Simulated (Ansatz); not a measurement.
`[TeH]B1CS1` + `Cl[SiH](Cl)Cl` → `Cl[Si](Cl)(Cl)[TeH]` + `B1CS1` at 700 K and 1 bar (formal exchange of groups at a Te–B bond).

Gas-phase electronic energies from Ansatz, PBE0-D4/def2-TZVP geometries. CCSD(T)/CBS is the MP2 limit (def2-TZVPP, def2-QZVPP) plus CCSD(T) − MP2 in def2-TZVPP, frozen cores. This one scheme is used for every species. def2 core potentials past Kr. For Te outer-core shells are correlated without core-valence functions, which leaves a few kJ/mol of doubt a bond.

```
              species  CCSD(T)/CBS energy (Eh)  H − E (kJ/mol)  S (J/(mol·K))
         `[TeH]B1CS1`               -730.16423           159.5          408.3
      `Cl[SiH](Cl)Cl`              -1669.16736            88.6          388.1
`Cl[Si](Cl)(Cl)[TeH]`              -1936.91665           103.6          489.4
              `B1CS1`               -462.41225           145.8          322.1
```

H − E and S are ideal-gas, rigid-rotor, harmonic terms from PBE0-D4/def2-TZVP. 1 Eh = 2625.50 kJ/mol, R = 8.31446 J/(mol·K).

**Question.** By hand: ΔE, ΔH, ΔS and ΔG.

**Answer.** ΔE = (-1936.91665) + (-462.41225) − (-730.16423) − (-1669.16736) = 0.00269 Eh = 7.1 kJ/mol. Δ(H − E) = 103.6 + 145.8 − 159.5 − 88.6 = 1.3, so ΔH = 8.4 kJ/mol. ΔS = 489.4 + 322.1 − 408.3 − 388.1 = 15.1 J/(mol·K). ΔG = 8.4 − 700 × (15.1)/1000 = -2.2 kJ/mol.

**Question.** By hand: the equilibrium constant, and the temperature at which ΔG would vanish if ΔH and ΔS stayed fixed.

**Answer.** log₁₀ K = −ΔG/(RT ln 10) = 0.2. ΔG = 0 at ΔH/ΔS = 556 K, though so small a ΔH makes that figure unsure.

TΔS isn't small against ΔH here. The sign of ΔG lies within the doubt. A doubt of 5 kJ/mol in ΔE shifts log₁₀ K by 0.4 here. These are equilibria of isolated gas molecules and say nothing of rates. Largest T1 diagnostic: 0.016 (customary marks: 0.02 for closed shells, 0.045 for open ones).
